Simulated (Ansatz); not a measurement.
CH5GeNSe (`[NH2][GeH2][CH]=[Se]`). Charge 0, multiplicity 1. Geometry: relaxed with PBE0-D4/def2-TZVP. It is one conformer, not always the lowest.

```xyz
9

N     0.824   -1.036    1.026
Ge    0.684    0.171   -0.341
C    -1.161    0.778   -0.656
Se   -2.536    0.224    0.276
H     0.512   -0.662    1.913
H     0.297   -1.883    0.856
H     1.190   -0.496   -1.631
H     1.533    1.405    0.012
H    -1.343    1.499   -1.455
```

(1) What is the dipole moment at ωB97M-V/def2-TZVPP? (An estimate is asked.)

(2) And with PBE, r2SCAN, B3LYP? (An estimate is asked.)

(3) Give the Mulliken charges with ωB97M-V, r2SCAN, B3LYP in def2-TZVPP. (Estimate.)

Results:

(1) Ansatz gave: 0.60 D, with components (0.23, 0.33, -0.45) D in this frame, pointing from negative to positive charge.

(2) The calculation gave: PBE 0.52 D, r2SCAN 0.66 D, B3LYP 0.61 D.

(3) Ansatz gave: 
```csv
atom,ωB97M-V,r2SCAN,B3LYP
N1,-0.36,-0.41,-0.37
Ge2,0.27,0.32,0.31
C3,-0.30,-0.21,-0.25
Se4,-0.03,-0.07,-0.06
H5,0.11,0.14,0.12
H6,0.11,0.14,0.12
H7,0.02,-0.01,0.00
H8,0.02,-0.01,0.00
H9,0.15,0.11,0.14
```

B3LYP here is the variant with VWN-RPA as its local correlation; programs differ in this.
